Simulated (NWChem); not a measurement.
Two isomers of C3H3BF2, each optimised at PBE0/def2-SVP with NWChem. Flexible species stand in one conformer each, which need not be the lowest. 

A: CC#CB(F)F
B: C#CCB(F)F

### Question
Which is lower in energy, by how much, and how do their other properties compare?

### Answer
A is lower by 11.8 kcal/mol in electronic energy; with zero-point energies, B − A = 11.3 kcal/mol.
```tsv
	A	B
highest occupied level (eV)	-8.10	-7.73
orbital gap (eV)	7.10	7.98
dipole (D)	3.15	1.22
highest harmonic frequency (cm⁻¹)	3155	3491
zero-point energy (kcal/mol)	35.9	35.4
```
